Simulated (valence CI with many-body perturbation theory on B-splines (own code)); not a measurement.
# Level structure of In³⁵⁺

Calculated by relativistic CI+MBPT: four valence electrons over a frozen Dirac-Fock core [Ne], a basis of 11 s, 11 p, 10 d, 8 f, 5 g, 2 h functions for each j, with the one-electron correlation potential Σ1, the two-electron term Σ2, the three-electron term Σ3, Breit, model QED; selected CI, second order for the rest, scaled by the run's own slope (own B-spline code, finite nucleus).

The last digits are not significant, and no measured levels were compared; by estimate large intervals hold to a few tenths of a per cent, small ones and those within an open d or f shell to about a per cent. Among the levels kept, up to 690 cm⁻¹ of a level comes from second order outside the variational space, and about a tenth of that is noise between levels of different J, which matters for small intervals.

Levels 46 to 90 of 174, with energies above the lowest level, (3s^2 3p1/2^2) J=0. "Leading %" is the weight of the configuration and term that name the level; weights of strongly mixed levels are sums over their largest components and can fall short. In the jj column 3d3/2^4 stands for four electrons in 3d with j = 3/2. Lifetimes count E1, E2, E3, M1 and M2 decay at the calculated energies, and are blank where another channel may lead or the interval is too uncertain; long ones can be off by a factor of two.

| No. | Configuration | Term | J | E (× 10³ cm⁻¹) | Leading % | Lifetime | Leading jj | Second component |
| --- | --- | --- | --- | --- | --- | --- | --- | --- |
| 46 | 3s3p²3d | ⁵P | 1 | 2630.9 | 61 | 3.96 ps | 3s 3p1/2 3p3/2 3d3/2 (83 %) | 18 % 3s3p²3d ³P |
| 47 | 3s3p²3d | ⁵D | 3 | 2655.6 | 36 | 12.1 ps | 3s 3p1/2 3p3/2 3d5/2 (70 %) | 23 % 3s3p²3d ³F |
| 48 | 3s3p²3d | ³G | 3 | 2674.7 | 56 | 7.60 ps | 3s 3p1/2 3p3/2 3d3/2 (93 %) | 29 % 3s3p²3d ¹F |
| 49 | 3s3p²3d | ³D | 1 | 2695.9 | 24 | 3.76 ps | 3s 3p1/2 3p3/2 3d3/2 (66 %) | 22 % 3s3p²3d ¹P |
| 50 | 3s3p²3d | ³P | 2 | 2698.0 | 22 | 5.59 ps | 3s 3p1/2 3p3/2 3d5/2 (59 %) | 22 % 3p⁴ ³P |
| 51 | 3s3p²3d | ¹G | 4 | 2727.7 | 47 | 22.9 ps | 3s 3p1/2 3p3/2 3d5/2 (63 %) | 21 % 3s3p²3d ³F |
| 52 | 3s3p²3d | ³D | 3 | 2751.4 | 52 | 5.07 ps | 3s 3p1/2 3p3/2 3d5/2 (58 %) | 31 % 3s3p²3d ³F |
| 53 | 3s3p²3d | ³D | 1 | 2768.2 | 67 | 2.77 ps | 3s 3p1/2 3p3/2 3d3/2 (83 %) | 9 % 3s3p²3d ³P |
| 54 | 3s3p²3d | ³G | 4 | 2784.5 | 57 | 9.90 ps | 3s 3p1/2 3p3/2 3d5/2 (84 %) | 28 % 3s3p²3d ³F |
| 55 | 3s3p²3d | ³F | 3 | 2791.6 | 28 | 6.85 ps | 3s 3p1/2 3p3/2 3d5/2 (80 %) | 21 % 3s3p²3d ¹F |
| 56 | 3s3p²3d | ³P | 0 | 2791.8 | 80 | 4.97 ps | 3s 3p1/2 3p3/2 3d3/2 (52 %) | 16 % 3s²3d² ³P |
| 57 | 3s3p²3d | ³D | 1 | 2803.8 | 71 | 9.47 ps | 3s 3p1/2 3p3/2 3d5/2 (84 %) | 9 % 3s3p²3d ¹P |
| 58 | 3s3p²3d | ³F | 2 | 2830.5 | 40 | 2.58 ps | 3s 3p1/2 3p3/2 3d3/2 (68 %) | 10 % 3s3p²3d ¹D |
| 59 | 3s3p²3d | ³P | 1 | 2863.4 | 41 | 5.99 ps | 3s 3p1/2 3p3/2 3d5/2 (81 %) | 24 % 3s3p²3d ³S |
| 60 | 3s3p²3d | ³D | 2 | 2867.3 | 31 | 6.06 ps | 3s 3p1/2 3p3/2 3d5/2 (66 %) | 14 % 3s3p²3d ³P |
| 61 | 3s3p²3d | ³P | 0 | 2869.8 | 53 | 4.27 ps | 3s 3p1/2 3p3/2 3d5/2 (31 %) | 14 % 3p⁴ ¹S |
| 62 | 3s3p²3d | ³F | 3 | 2875.7 | 37 | 4.20 ps | 3s 3p1/2 3p3/2 3d5/2 (71 %) | 22 % 3s3p²3d ¹F |
| 63 | 3s3p²3d | ³D | 2 | 2909.6 | 41 | 3.50 ps | 3s 3p1/2 3p3/2 3d5/2 (58 %) | 14 % 3s3p²3d ³F |
| 64 | 3s3p²3d | ³D | 2 | 2925.1 | 38 | 3.53 ps | 3s 3p1/2 3p3/2 3d5/2 (40 %) | 15 % 3p⁴ ¹D |
| 65 | 3s3p²3d | ³F | 4 | 2929.4 | 34 | 28.6 ps | 3s 3p3/2^2 3d5/2 (70 %) | 30 % 3s3p²3d ⁵D |
| 66 | 3p⁴ | ³P | 1 | 2951.9 | 33 | 2.64 ps | 3s 3p3/2^2 3d3/2 (40 %) | 14 % 3s3p²3d ³P |
| 67 | 3s3p²3d | ³D | 3 | 2969.4 | 42 | 4.00 ps | 3s 3p3/2^2 3d3/2 (59 %) | 12 % 3s3p²3d ⁵P |
| 68 | 3s3p²3d | ³D | 2 | 2980.8 | 22 | 3.55 ps | 3s 3p3/2^2 3d3/2 (48 %) | 16 % 3s3p²3d ⁵P |
| 69 | 3s3p²3d | ¹P | 1 | 2988.3 | 28 | 3.62 ps | 3s 3p3/2^2 3d3/2 (47 %) | 15 % 3s3p²3d ⁵P |
| 70 | 3s3p²3d | ³G | 5 | 3006.5 | 65 | 24.7 ps | 3s 3p3/2^2 3d5/2 (89 %) | 35 % 3s3p²3d ⁵F |
| 71 | 3s3p²3d | ¹S | 0 | 3021.4 | 50 | 12.7 ps | 3s 3p3/2^2 3d5/2 (46 %) | 17 % 3p⁴ ³P |
| 72 | 3s3p²3d | ³F | 4 | 3042.7 | 56 | 5.29 ps | 3s 3p3/2^2 3d3/2 (59 %) | 16 % 3s²3d² ¹G |
| 73 | 3s²3d² | ³F | 2 | 3077.4 | 53 | 1.88 ps | 3s^2 3d3/2^2 (65 %) | 12 % 3s²3d² ¹D |
| 74 | 3s3p²3d | ³P | 0 | 3129.3 | 57 | 1.70 ps | 3s 3p3/2^2 3d3/2 (38 %) | 22 % 3s²3d² ³P |
| 75 | 3s3p²3d | ³D | 2 | 3145.1 | 19 | 5.20 ps | 3s 3p3/2^2 3d5/2 (44 %) | 18 % 3s²3d² ¹D |
| 76 | 3s²3d² | ³F | 3 | 3148.0 | 34 | 4.07 ps | 3s 3p3/2^2 3d5/2 (51 %) | 30 % 3s3p²3d ³D |
| 77 | 3s3p²3d | ³P | 1 | 3157.6 | 29 | 3.82 ps | 3s 3p3/2^2 3d5/2 (58 %) | 28 % 3s3p²3d ³S |
| 78 | 3s3p²3d | ³D | 3 | 3170.4 | 28 | 3.75 ps | 3s 3p3/2^2 3d5/2 (48 %) | 24 % 3s²3d² ³F |
| 79 | 3s3p²3d | ¹P | 1 | 3181.6 | 37 | 2.60 ps | 3s 3p3/2^2 3d3/2 (41 %) | 18 % 3s3p²3d ³D |
| 80 | 3s3p²3d | ³F | 4 | 3194.3 | 58 | 3.42 ps | 3s 3p3/2^2 3d5/2 (52 %) | 20 % 3s²3d² ¹G |
| 81 | 3s²3d² | ¹D | 2 | 3196.5 | 24 | 2.41 ps | 3s^2 3d3/2 3d5/2 (43 %) | 17 % 3s3p²3d ³P |
| 82 | 3s3p²3d | ³D | 3 | 3236.1 | 59 | 3.86 ps | 3s 3p3/2^2 3d5/2 (72 %) | 24 % 3s3p²3d ³F |
| 83 | 3s²3d² | ³P | 0 | 3250.0 | 44 | 1.84 ps | 3s^2 3d3/2^2 (50 %) | 33 % 3s3p²3d ³P |
| 84 | 3s3p²3d | ³D | 1 | 3253.6 | 68 | 2.60 ps | 3s 3p3/2^2 3d3/2 (68 %) | 18 % 3s²3d² ³P |
| 85 | 3s3p²3d | ³D | 2 | 3265.9 | 41 | 2.49 ps | 3s 3p3/2^2 3d3/2 (64 %) | 10 % 3s²3d² ³P |
| 86 | 3s²3d² | ³F | 4 | 3269.4 | 62 | 2.92 ps | 3s^2 3d5/2^2 (48 %) | 28 % 3s3p²3d ³F |
| 87 | 3s3p²3d | ³D | 3 | 3279.5 | 36 | 2.32 ps | 3s 3p3/2^2 3d3/2 (44 %) | 24 % 3s3p²3d ³F |
| 88 | 3s²3d² | ³P | 1 | 3284.0 | 41 | 1.82 ps | 3s^2 3d3/2 3d5/2 (41 %) | 30 % 3s3p²3d ³P |
| 89 | 3s3p²3d | ¹D | 2 | 3311.8 | 44 | 2.68 ps | 3s 3p3/2^2 3d5/2 (48 %) | 9 % 3s3p²3d ³P |
| 90 | 3s3p²3d | ¹D | 2 | 3332.2 | 26 | 2.50 ps | 3s 3p3/2^2 3d5/2 (37 %) | 19 % 3s3p²3d ³D |
